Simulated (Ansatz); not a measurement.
`[OH][InH][OH]` + H₂ → `[OH][InH2]` + H₂O at 298.15 K and 1 bar (hydrogenolysis of the In–O bond).

Computed with Ansatz on PBE0-D4/def2-TZVP structures; ΔE is electronic, products minus reactants. CBS: MP2 limit from def2 TZ/QZ plus the TZ coupled-cluster correction, frozen cores. This one scheme is used for every species. def2 core potentials past Kr. For In outer-core shells are correlated without core-valence functions, which leaves a few kJ/mol of doubt a bond. Each species was taken in one conformer, which may not be the lowest.

```tsv
species	CCSD(T)/CBS energy (Eh)	H − E (kJ/mol)	S (J/(mol·K))
`[OH][InH][OH]`	-341.99218	101.1	309.7
H₂	-1.17544	35.1	130.4
`[OH][InH2]`	-266.78179	78.4	275.9
H₂O	-76.37941	66.4	188.7
```

H − E and S are ideal-gas, rigid-rotor, harmonic terms from PBE0-D4/def2-TZVP, for one conformer and one mirror image of each species. The MP2-based limit puts H₂ 0.8 mEh under its directly extrapolated value; such offsets cancel only in part. 1 Eh = 2625.50 kJ/mol, R = 8.31446 J/(mol·K).

Problem. By hand: ΔE, ΔH, ΔS and ΔG.

Solution. ΔE = (-266.78179) + (-76.37941) − (-341.99218) − (-1.17544) = 0.00642 Eh = 16.9 kJ/mol. Δ(H − E) = 78.4 + 66.4 − 101.1 − 35.1 = 8.6, so ΔH = 25.5 kJ/mol. ΔS = 275.9 + 188.7 − 309.7 − 130.4 = 24.5 J/(mol·K). ΔG = 25.5 − 298.15 × (24.5)/1000 = 18.2 kJ/mol.

Problem. By hand: the equilibrium constant, and the temperature at which ΔG would vanish if ΔH and ΔS stayed fixed.

Solution. log₁₀ K = −ΔG/(RT ln 10) = -3.2. ΔG = 0 at ΔH/ΔS = 1041 K.

ΔH outweighs TΔS. A doubt of 5 kJ/mol in ΔE shifts log₁₀ K by 0.9 here. Other conformers and mirror images would add mixing entropy, several J/(mol·K) or more a flexible species. These are equilibria of isolated gas molecules and say nothing of rates. Largest T1 diagnostic: 0.017 (customary marks: 0.02 for closed shells, 0.045 for open ones).
